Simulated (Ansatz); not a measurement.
The lowest singlet and triplet of CH2 (SMILES [CH2]); geometries from B3LYP-D3(BJ)/def2-TZVP, each state relaxed from the structure named, with no frequency check.
Singlet (charge 0, multiplicity 1):
```json
[
 {"atom": "C", "x (Å)": "-0.0007", "y (Å)": "0.1750", "z (Å)": "0.0000"},
 {"atom": "H", "x (Å)": "-0.8600", "y (Å)": "-0.5287", "z (Å)": "0.0000"},
 {"atom": "H", "x (Å)": "0.8644", "y (Å)": "-0.5215", "z (Å)": "0.0000"}
]
```

A positive gap puts the triplet lower; no zero-point energy. R- takes a restricted singlet. U- takes an unrestricted singlet (broken symmetry where lower, unprojected). The triplet is unrestricted in single-reference levels.

Cores are frozen in the correlated methods.

Programs: Ansatz (a program for electronic structure) with Gaussian orbitals. 

**Question.** One of these levels gives -5.33 kcal/mol for the gap E(singlet) − E(triplet), vertical, at the singlet's geometry. Name it.
(A) R-wB97M-V/def2-TZVPP
(B) U-HF/cc-pVTZ (spin-contaminated)
(C) U-wB97X-V/def2-TZVPP (spin-contaminated)
(D) U-CCSD/cc-pVDZ (spin-contaminated)

**Answer.** C, U-wB97X-V/def2-TZVPP (spin-contaminated). The others give 5.58 (U-HF/cc-pVTZ (spin-contaminated)), -2.41 (R-wB97M-V/def2-TZVPP), 1.52 (U-CCSD/cc-pVDZ (spin-contaminated))

Doubts at one or more of the structures used: a restricted determinant that unrestricted orbitals would lower (R-wB97M-V/def2-TZVPP).
